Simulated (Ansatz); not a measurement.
Consider the ligand exchange at the Si–C bond: `FC[SiH2]CCl` + H₂S → `S[SiH2]CCl` + `CF`.

Program: Ansatz. Geometries: PBE0-D4/def2-TZVP. ΔE: electronic, gas phase. CBS: MP2 limit from def2 TZ/QZ plus the TZ coupled-cluster correction, frozen cores. This one scheme is used for every species. DFT in def2-TZVPP. One conformer a species, not always the lowest.

`FC[SiH2]CCl`:

Cartesian coordinates in Å:
```
F -1.202 0.925 1.608
C -1.469 0.080 0.532
Si 0.121 -0.810 0.027
C 1.410 0.467 -0.470
Cl 0.825 1.384 -1.888
H -2.251 -0.624 0.834
H -1.859 0.689 -0.290
H 0.642 -1.596 1.178
H -0.168 -1.710 -1.119
H 2.362 0.010 -0.744
H 1.588 1.183 0.332
```

H₂S:

Z-matrix (Å, degrees):
```
S
H 1 1.341
H 1 1.341 2 92.3
```

`S[SiH2]CCl`:

```xyz
9

S     0.361    2.257   -0.438
Si   -0.224    0.220   -0.731
C     0.372   -0.868    0.681
Cl   -0.141   -2.546    0.341
H    -0.512    2.477    0.560
H     0.439   -0.200   -1.987
H    -1.697    0.097   -0.836
H    -0.057   -0.577    1.640
H     1.459   -0.860    0.770
```

`CF`:

```xyz
5

C    -0.049   -0.023   -0.029
F     1.050    0.500    0.615
H    -0.263    0.578   -0.915
H    -0.904   -0.001    0.650
H     0.166   -1.053   -0.322
```

```json
{"level": "LDA (SPW92)", "ΔE (kJ/mol)": "-72.2", "difference from CCSD(T)/CBS": "7.5"}
{"level": "PBE-D4", "ΔE (kJ/mol)": "-77.4", "difference from CCSD(T)/CBS": "2.3"}
{"level": "BLYP-D4", "ΔE (kJ/mol)": "-73.8", "difference from CCSD(T)/CBS": "5.9"}
{"level": "r2SCAN-D4", "ΔE (kJ/mol)": "-79.7", "difference from CCSD(T)/CBS": "0.0"}
{"level": "PBE0-D4", "ΔE (kJ/mol)": "-80.3", "difference from CCSD(T)/CBS": "-0.6"}
{"level": "BHLYP-D4", "ΔE (kJ/mol)": "-80.0", "difference from CCSD(T)/CBS": "-0.3"}
{"level": "CAM-B3LYP-D4", "ΔE (kJ/mol)": "-73.5", "difference from CCSD(T)/CBS": "6.2"}
{"level": "PBE", "ΔE (kJ/mol)": "-77.9", "difference from CCSD(T)/CBS": "1.8"}
{"level": "r2SCAN", "ΔE (kJ/mol)": "-80.0", "difference from CCSD(T)/CBS": "-0.3"}
{"level": "PBE0", "ΔE (kJ/mol)": "-80.8", "difference from CCSD(T)/CBS": "-1.1"}
{"level": "CCSD(T)/CBS", "ΔE (kJ/mol)": "-79.7", "difference from CCSD(T)/CBS": "0"}
```

Largest T1 diagnostic among the species: 0.011.

Leaving LDA and LC-ωPBE aside and taking each functional with its dispersion term where it has one, the values, not all of them listed here, spread over 10.0 kJ/mol, from PBE-QIDH to CAM-B3LYP-D4. LDA lies +5.8 kJ/mol from PBE without D4. At CCSD(T), def2-SVP lies +8.9 kJ/mol from the extrapolated value and def2-TZVPP +2.6 kJ/mol.

CCSD(T)/CBS has its own doubt, a few kJ/mol and more with outer-core shells, so smaller differences from it don't rank the levels.
